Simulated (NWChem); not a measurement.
Species: CH3F2In; SMILES [In]([F])([CH3])[F]

Program: NWChem. The geometry was optimised at PBE0/def2-SVP. def2 effective core potentials on In; no spin-orbit coupling. Field at 589 nm.

### Question
What does the run give for B3LYP/def2-SVP (core potentials)? Quantities: isotropic polarisability (bohr³); anisotropy (bohr³).

### Answer
```
Quantity                          Result
--------------------------------  ------
isotropic polarisability (bohr³)    39.5
anisotropy (bohr³)                  18.9
```
